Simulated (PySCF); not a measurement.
SMILES [CH3][Zn][Cl] (PBE0/def2-SVP optimised geometry):

```
6

Zn     0.103     0.183     0.000
Cl     2.220     0.183     0.000
C     -1.827     0.184    -0.003
H     -2.220     0.553     0.957
H     -2.219    -0.832    -0.165
H     -2.216     0.832    -0.804
```

Level of theory: PBE0/def2-TZVP run with PySCF 2.14.0.

### Question
What are the frontier orbital energies and the dipole moment?

### Answer
HOMO-2 -8.66 eV, HOMO-1 -8.66 eV, HOMO -8.58 eV, LUMO -0.52 eV, LUMO+1 -0.10 eV; dipole moment 2.50 D.

On the same geometry PBE/def2-TZVP in PySCF gives HOMO-2 -7.45 eV, HOMO-1 -7.27 eV, HOMO -7.27 eV, LUMO -1.34 eV, LUMO+1 -0.83 eV; dipole moment 2.47 D.

Meta-Löwdin charges at PBE0/def2-TZVP: Zn1 1.12, Cl2 -0.68, C3 -0.82, H4 0.13, H5 0.13, H6 0.13.
